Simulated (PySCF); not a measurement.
Telling isomers of C$_{5}$H$_{6}$FN apart by NMR

No relativistic terms, one conformer, no solvent model, fast rotation and ring inversion assumed for equivalent nuclei. Spin–spin couplings from B3LYP/pcJ-1 (spin–dipole term left out of most H,H and C,H couplings); NMR shieldings at PBE0/pcSseg-1/GIAO; geometry from GFN2-xTB; PySCF.

Chemical shifts δ = σref − σ; TMS for $^{1}$H and $^{13}$C, all at this level. Multiplet labels drop J under 1 Hz and among equivalent protons, and merge close values. Unscaled 3J(H,H) run several per cent high. Splittings of carbon signals by F and P are missing where no couplings were computed. Where no couplings were computed, multiplicities follow the n + 1 count of equivalent neighbours, and m marks all less simple cases (inequivalent or close neighbours, rings, F or P nearby). One-bond C–F couplings are unscaled and too large by tens of Hz. Shifts are as computed. Against solution values, carbons near 30 ppm lie about +3 ppm off and those near 130 ppm about +5 ppm. Of 1211 compounds with measured shifts, 218 miss one by over three times the rms of a fit or turn the order of signals round; such compounds aren't used in these exercises.

(1) Tabulate the signals of `C/C(F)=C/CC#N`, `C/N=C1/CC=C1F`, `CC/C(C#N)=C/F` and their relative energies.

(2) What is the quickest way to tell C/N=C1/CC=C1F from CC/C(C#N)=C/F?

(3) What is the quickest way to tell C/C(F)=C/CC#N from CC/C(C#N)=C/F?

(4) What is the quickest way to tell C/C(F)=C/CC#N from C/N=C1/CC=C1F?

Answers

(1) 
```json
{"SMILES": "C/C(F)=C/CC#N", "carbon types": "2×C 1×CH 1×CH2 1×CH3", "δC": "170.8, 121.8, 104.0, 21.1, 14.2", "δH": "4.73 (m, 1H), 3.12 (d, 2H), 2.11 (m, 3H)", "E rel. (kcal/mol)": "0.0"}
{"SMILES": "C/N=C1/CC=C1F", "carbon types": "2×C 1×CH 1×CH2 1×CH3", "δC": "160.5, 159.4, 133.3, 44.6, 33.1", "δH": "6.60 (m, 1H), 3.84 (s, 3H), 2.62 (m, 2H)", "E rel. (kcal/mol)": "27.9"}
{"SMILES": "CC/C(C#N)=C/F", "carbon types": "2×C 1×CH 1×CH2 1×CH3", "δC": "168.5, 118.6, 106.7, 27.4, 17.3", "δH": "7.19 (dt, 1H), 2.07 (qdd, 2H), 1.25 (td, 3H)", "E rel. (kcal/mol)": "4.1"}
```

Energies are electronic energies at PBE0/pcSseg-1 on these geometries, without zero-point or thermal terms, each for the one conformer computed, which needn't be the lowest.

(2) Both give the same number of carbon signals, with the same numbers of each carbon type, so the positions decide. The first has a C=N carbon (C) at 160.5 ppm, the second a fully substituted alkene carbon (C) at 106.7 ppm. Their most deshielded carbons lie at 160.5 and 168.5 ppm. In the proton spectra the most deshielded non-exchanging signals are 6.60 (m, 1H) and 7.19 (dt, J = 83.2, 1.3 Hz, 1H).

(3) Both give the same number of carbon signals, with the same numbers of each carbon type, so the positions decide. The first has an alkene CH at 104.0 ppm, the second an alkene CH at 168.5 ppm. Their most deshielded carbons lie at 170.8 and 168.5 ppm. In the proton spectra the most deshielded non-exchanging signals are 4.73 (m, 1H) and 7.19 (dt, J = 83.2, 1.3 Hz, 1H).

(4) Both give the same number of carbon signals, with the same numbers of each carbon type, so the positions decide. The first has a nitrile carbon (C) at 121.8 ppm, the second an alkene CH at 133.3 ppm. Their most deshielded carbons lie at 170.8 and 160.5 ppm. In the proton spectra the most deshielded non-exchanging signals are 4.73 (m, 1H) and 6.60 (m, 1H).
